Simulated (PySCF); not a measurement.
Simulated Cl 2p region for `Cl[B]([GeH2][F])Cl`, binding energy against the vacuum level.

Every computed line was given a Gaussian of 0.4 eV full width at half maximum and an area set by the number of equivalent atoms (split 2:1 within a doublet); the highest printed point is 100. Method used: PySCF, delta-SCF UKS SCAN, pcX-2 on the ionised atom, pcseg-1 elsewhere, spin-free X2C.

(binding energy (eV), intensity): (206.4, 0), (206.5, 2), (206.6, 7), (206.7, 24), (206.8, 54), (206.9, 87), (207.0, 100), (207.1, 81), (207.2, 46), (207.3, 19), (207.4, 5), (207.5, 1), (207.6, 0), (207.7, 0), (207.8, 0), (207.9, 0), (208.0, 0), (208.1, 0), (208.2, 2), (208.3, 7), (208.4, 18), (208.5, 35), (208.6, 49), (208.7, 47), (208.8, 33), (208.9, 16), (209.0, 6), (209.1, 1), (209.2, 0)

**Question.** How many maxima does the curve show, and how many computed lines lie under it?

**Answer.** The curve has 2 maxima (at 207.0 and 208.6 eV). Under it lie 2 lines from 1 inequivalent chlorine site, drawn as a 2p3/2, 2p1/2 pair.

**Question.** Decompose the envelope and assign each component. Numbering: `[F:1][GeH2:2][B:3]([Cl:4])[Cl:5]`.

**Answer.** 
```tsv
position (eV)	relative area	line	atoms	environment
206.99	1.33	Cl 2p3/2	Cl4/Cl5	chlorine bonded to B
208.64	0.67	Cl 2p1/2	Cl4/Cl5	chlorine bonded to B
```

**Question.** What are the centre and the root-mean-square width of the whole band?

**Answer.** The area-weighted mean of the lines is 207.54 eV. Their own spread about it is 0.78 eV (rms) and each Gaussian has σ = 0.4/2.355 = 0.17 eV; the variances add, which gives 0.80 eV.

The curve has no shake-up lines and no vibrational structure. Topologically equivalent atoms share the value of their first member; where this conformer doesn't relate them by symmetry, their own values could differ. The 2p values add to the ΔSCF energy of one spin-free hole a correction within the shell (spin–orbit coupling, ligand field). 2p1/2 minus 2p3/2 (ligand field included): Cl 1.65 eV. One conformer (not necessarily the lowest) at the PBE0-D3(BJ)/def2-SVP geometry, without solvent, vibrations or thermal averaging.

On one thread, Arm Neoverse N1 (aarch64), no GPU (shared host), this took 27 s wall and 0.51 GiB of memory at its peak.

Conformer computed: `[F:1][GeH2:2][B:3]([Cl:4])[Cl:5]`: F1–Ge2–B3–Cl4 -175°.
